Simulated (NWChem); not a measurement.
GeHBrCl2; SMILES [Cl][GeH]([Cl])[Br]

This build's default masses of Se (78.918 u) and Br (79.917 u) are each other's, which moves their modes by up to 0.6 %.

**Question.** Give the equilibrium geometry at PBE-D3(BJ)/def2-SVP (NWChem) as an XYZ file, with the point group.

**Answer.** point group Cs; any orientation.
```
5

Ge     0.4644     0.4190     0.0000
Cl    -0.3535     1.3830    -1.7512
Cl    -0.3535     1.3830     1.7512
Br    -0.1671    -1.7990     0.0000
H      2.0012     0.5435     0.0000
```
